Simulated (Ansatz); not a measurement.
CH$_{3}$CuO, SMILES `C[O][Cu]`, 6 atoms. Total charge 0; spin multiplicity 1. Correlated methods include outer-core shells of Cu, which these sets cover unevenly. Scalar relativity is left out up to krypton. All runs use 2 threads of a server CPU on a shared host. Correlated methods freeze the cores.

(1) How many basis functions does each run have, and how long does it take in Ansatz? RKS ωB97M-V/def2-SVP energy; RKS BHLYP-D4/def2-TZVPP energy; RKS ωB97M-V/def2-TZVPP energy and forces; direct RPA on PBE orbitals/def2-TZVPP energy; RKS PBE-QIDH (frozen core)/def2-TZVPP energy; RHF-CCSD(T)/def2-TZVPP energy; RKS PBE0-D4/def2-SVP energy; RHF-MP2/def2-QZVPP energy; RHF-CCSD(T)/def2-SVP energy; RKS ωB97M-V/def2-QZVPP energy; RKS PBE0-D4/def2-QZVPP energy; RKS PBE0-D4/def2-TZVP frequencies. (An estimate is asked.)

Results:

(1) The calculation gave: Other jobs shared the machine, so times are rough.

```json
{"level": "RKS PBE0-D4/def2-SVP", "job": "energy", "functions": "74", "wall time": "1.5 s", "peak host memory (GiB)": "0.17"}
{"level": "RKS BHLYP-D4/def2-TZVPP", "job": "energy", "functions": "168", "wall time": "2.6 s", "peak host memory (GiB)": "0.36"}
{"level": "RKS PBE-QIDH (frozen core)/def2-TZVPP", "job": "energy", "functions": "168", "wall time": "4.4 s", "peak host memory (GiB)": "0.36"}
{"level": "RKS ωB97M-V/def2-SVP", "job": "energy", "functions": "74", "wall time": "4.4 s", "peak host memory (GiB)": "0.24"}
{"level": "RHF-CCSD(T)/def2-SVP", "job": "energy", "functions": "74", "wall time": "4.5 s", "peak host memory (GiB)": "0.26"}
{"level": "direct RPA on PBE orbitals/def2-TZVPP", "job": "energy", "functions": "168", "wall time": "5 s", "peak host memory (GiB)": "0.35"}
{"level": "RKS PBE0-D4/def2-QZVPP", "job": "energy", "functions": "304", "wall time": "6.5 s", "peak host memory (GiB)": "0.73"}
{"level": "RKS ωB97M-V/def2-TZVPP", "job": "energy and forces", "functions": "168", "wall time": "7.5 s", "peak host memory (GiB)": "0.47"}
{"level": "RHF-MP2/def2-QZVPP", "job": "energy", "functions": "304", "wall time": "11 s", "peak host memory (GiB)": "1.1"}
{"level": "RKS ωB97M-V/def2-QZVPP", "job": "energy", "functions": "304", "wall time": "12 s", "peak host memory (GiB)": "0.87"}
{"level": "RHF-CCSD(T)/def2-TZVPP", "job": "energy", "functions": "168", "wall time": "37 s", "peak host memory (GiB)": "1.8"}
{"level": "RKS PBE0-D4/def2-TZVP", "job": "frequencies", "functions": "125", "wall time": "58 s", "peak host memory (GiB)": "0.3"}
```
